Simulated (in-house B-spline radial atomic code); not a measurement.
## KLI/ALDAx excitations of Zn18+

Method: KLI/ALDAx. Computed with an all-electron radial atomic-structure program (B-spline basis): linear response of the closed shell [Ne] 3s2 with the adiabatic LDA exchange kernel on the exchange-only KLI potential; scalar-relativistic (spin-free one-electron X2C), finite nucleus, no spin-orbit coupling, no double excitations, S, P, D and F terms only.

Spin-orbit coupling is strong here, so these LS terms don't match observed levels.

Command:
```bash
python run_td.py task.json out
```
Settings (radii: box in bohr, nucleus in fm):
```
Z                        30
electrons                12
configuration            [Ne] 3s2
hamiltonian              x2c
method                   kli
box_radius               6.14
rms_radius               3.9283
intervals                97
```

Cost of the run: 0.3 s on 1 thread of Intel(R) Xeon(R) Platinum 8488C (Sapphire Rapids), on a shared host.

The lowest states, in the order of their Tamm-Dancoff energies; the method's threshold (minus the highest occupied level) is 693.71 eV. Labels give the largest channel, * marks a mixed state, and oscillator strengths are full-response dipole values. Semilocal kernels can invert the small singlet-triplet splittings of Rydberg terms. Energies in eV:

```csv
state,full response,Tamm-Dancoff,oscillator strength
3s → 3p 3P,39.20,39.73,-
3s → 3p 1P,56.97,58.50,0.679
3s → 3d 3D,103.14,103.30,-
3s → 3d 1D,110.69,110.72,-
3s → 4s 3S,326.19,326.20,-
3s → 4s 1S,330.60,330.65,-
3s → 4p 3P,344.67,344.69,-
3s → 4p 1P,346.41,346.44,0.491
3s → 4d 3D,?,?,-
3s → 4d 1D,368.96,368.97,-
3s → 4f 3F,379.99,380.03,-
3s → 4f 1F,382.68,382.68,-
3s → 5s 3S,467.61,467.62,-
3s → 5s 1S,469.11,469.13,-
3s → 5p 3P,?,?,-
3s → 5p 1P,477.34,477.34,0.149
```

(1) Where does 3s → 4d 3D lie?

(2) Where does 3s → 5p 3P lie?

(3) How large is the singlet-triplet splitting of 3s → 3p (P terms) in Tamm-Dancoff?

(4) What polarisabilities and dispersion coefficient does the method give?

## Answers

(1) At 367.96 eV in full response, 367.97 eV in Tamm-Dancoff.

(2) At 476.71 eV in full response, 476.71 eV in Tamm-Dancoff.

(3) 18.8 eV, from the unrounded values.

(4) Dipole 0.162 bohr³, quadrupole 0.02401 bohr⁵, C6 0.04483 hartree·bohr⁶ for two such species.
